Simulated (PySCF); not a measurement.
**Gas-phase thermal properties of ZrCl₂(OH)₂**

Method: PySCF energies (xtb for GFN2) plus ideal-gas RRHO corrections (1 bar). All species are closed-shell singlets. Zr: scalar-relativistic def2 core potential, no spin-orbit coupling. ZrCl₂(OH)₂: computed as isolated molecules; such fragments, hydroxides, amides, oligomers or adducts are transient or little studied in the gas. The harmonic model lacks anharmonicity and excited electronic states, which grow with temperature; levels with a mode under 35 cm⁻¹ are left out. Soft modes under 120 cm⁻¹ make the harmonic entropy rough for ZrCl₂(OH)₂.

```tsv
level	point group	σ	ZPE (kJ/mol)	S°298 (J/mol/K)	Cp298 (J/mol/K)	S°1000 (J/mol/K)	H1000 − H298 (kJ/mol)
GFN2-xTB	C2v	2	62.9	416.5	125.3	580.0	95.8
PBE/def2-SVP	C2v	2	70.2	388.8	120.9	549.5	94.5
PBE0/def2-TZVP	C2v	2	71.2	392.0	121.6	552.9	94.5
```
σ: rotational symmetry number. Electronic degeneracy used: 1. Frequencies are unscaled.
